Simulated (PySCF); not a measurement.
A species of formula C8H18BN has this rotational fingerprint, computed with PBE0-D3(BJ)/def2-SVP geometry optimisation, gas phase (PySCF):

| Property | Result |
| --- | --- |
| Rotational constants | A = 2872, B = 745.6, C = 706.7 MHz |
| Dipole components | \|μa\| = 3.80 D, \|μb\| = 2.07 D, \|μc\| = 1.80 D |
| Inertial defect | -138.59 u·Å² |
| κ | -0.96 |

Question: Which candidate fits, each taken in the one conformer that was computed?
A. `[CH3:1][N+:2]1([CH3:3])[BH2-:4][C@@H:5]([CH:6]2[CH2:7][CH2:8]2)[CH2:9][CH2:10]1` with B4–C5–C6–C7 -88°, C1–N2–B4–C5 -151°, N2–B4–C5–C6 -116°, C5–C6–C7–C8 -111°, B4–C5–C9–C10 16°
B. `[CH3:1][C:2]#[N+:3][BH2-:4][C:5]([CH3:6])([CH3:7])[CH2:8][CH2:9][CH3:10]` with N3–B4–C5–C6 -67°, B4–C5–C8–C9 57°, C5–C8–C9–C10 180°
C. `[CH3:1][N+:2]1([CH3:3])[BH2-:4][CH2:5][C@H:6]([CH:7]2[CH2:8][CH2:9]2)[CH2:10]1` with C5–C6–C7–C8 157°, C1–N2–B4–C5 98°, N2–B4–C5–C6 -5°, B4–C5–C6–C7 152°, C6–C7–C8–C9 -109°
D. `[CH2:1]=[CH:2][CH2:3][CH2:4][N@+:5]1([CH3:6])[BH2-:7][CH2:8][CH2:9][CH2:10]1` with C1–C2–C3–C4 115°, C2–C3–C4–N5 180°, C3–C4–N5–C6 -60°, C4–N5–B7–C8 -156°, N5–B7–C8–C9 17°, B7–C8–C9–C10 8°, C8–C9–C10–N5 -34°

Answer: A. It is C[N+]1(C)[BH2-][C@@H](C2CC2)CC1, a near-prolate asymmetric top, point group C1. The candidates at the same level (rigid rotor, commonest isotopes):

| SMILES | A (MHz) | B (MHz) | C (MHz) | μa (D) | μb (D) | μc (D) | Δ (u·Å²) | point group | rotor |
| --- | --- | --- | --- | --- | --- | --- | --- | --- | --- |
| C[N+]1(C)[BH2-][C@@H](C2CC2)CC1 | 2872 | 745.6 | 706.7 | 3.80 | 2.07 | 1.80 | -138.59 | C1 | near-prolate asymmetric top |
| C=CCC[N@+]1(C)[BH2-]CCC1 | 3030 | 626.5 | 611.4 | 2.79 | 1.02 | 3.28 | -146.80 | C1 | near-prolate asymmetric top |
| CC#[N+][BH2-]C(C)(C)CCC | 1331 | 871.8 | 626.8 | 5.96 | 2.98 | 1.92 | -153.02 | C1 | asymmetric top |
| C[N+]1(C)[BH2-]C[C@H](C2CC2)C1 | 2686 | 763.8 | 703.0 | 0.30 | 4.30 | 0.08 | -130.90 | C1 | near-prolate asymmetric top |

`C[N+]1(C)[BH2-]C[C@H](C2CC2)C1` has A 6 % too low; `C=CCC[N@+]1(C)[BH2-]CCC1` has B 16 % too low; `CC#[N+][BH2-]C(C)(C)CCC` has A 54 % too low. No structure here is proved a minimum.
